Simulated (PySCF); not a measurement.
## Polarisability and C₆ of Lu(46+) (lutetium, charge +46)

[Ar] 3d7, high-spin 4F determinant. Calculation: PySCF 2.14, in an uncontracted even-tempered set (18 s from 9.6 bohr⁻², ratio 2.5; 13 p from 12 bohr⁻², ratio 2.5; 8 d from 12 bohr⁻², ratio 2.5; 4 f from 51 bohr⁻², ratio 2.7; 3 g from 77 bohr⁻², ratio 2.7); scalar relativity by spin-free X2C-1e. Coupled (time-dependent) response in atomic units; α is the mean over directions.

```json
{"method": "PBE0", "mean α (bohr³)": "0.002715", "C₆ (like pair)": "0.0002595", "S(−4)": "4.918e-06"}
```

S(−4) is the Cauchy moment in α(ω) = α(0) + S(−4) ω² + …

Spin-orbit coupling is absent.

α(iu) at PBE0:

| u (hartree) | α(iu) (bohr³) |
| --- | --- |
| 0 | 0.002715 |
| 5.00 | 0.002602 |
| 10.0 | 0.002350 |
| 20.0 | 0.001880 |
| 30.0 | 0.001592 |
| 40.0 | 0.001403 |
| 50.0 | 0.001260 |
| 75.0 | 0.0009878 |
| 100 | 0.0007827 |
| 150 | 0.0005072 |
| 250 | 0.0002494 |

A single London oscillator, α(iu) = α/(1 + u²/ω²), gives C₆ = (3/4) ω α². Matching the computed C₆ needs ω = 4 × 0.0002595 / (3 × 0.002715²) = 46.9 hartree.

For an ion, C₆ is the dispersion term alone; charge-induced terms of lower order in 1/R come first.

Spin-orbit coupling is strong in this species (close to jj coupling), so the high-spin LS determinant is a model state, not a physical level.
